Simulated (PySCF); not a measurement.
# Gas-phase XPS of `C[Se](C)(=O)=O`, computed

Species: C2H6O2Se.
Bonds: C1–Se2, Se2–C3, Se2–O4 (double), Se2–O5 (double). Hydrogens: H6, H7, H8 on C1; H9, H10, H11 on C3.

The calculation used delta-SCF UKS SCAN, pcX-2 on the ionised atom, pcseg-1 elsewhere, spin-free X2C (PySCF 2.14.0). Each binding energy is the total energy of the core-ionised species, with the hole localised on one atom, minus that of the ground state; both are solved self-consistently, so orbital relaxation is included.

Task: What binding energy does each computed site have?

Result: 
| atom(s) | bonded to | level | binding energy (eV) | count |
| --- | --- | --- | --- | --- |
| C1/C3 | Se and 3 H | C 1s | 291.68 | 2 |
| O4/O5 | Se (double bond) | O 1s | 536.81 | 2 |

Task: Give the binding energy of C 1s of C1/C3 in hartree and in kJ/mol.

Result: 291.68 eV = 10.7190 Eh = 28143 kJ/mol.

Task: Which photon wavelength matches the C 1s of C1/C3 threshold?

Result: λ = hc/E = 12398.42 eV Å / 291.68 eV = 42.507 Å.

Atoms equivalent by their bonding share one computed value, that of the first of them. No level of selenium is listed. Isolated species at its PBE0-D3(BJ)/def2-SVP geometry, gas phase.
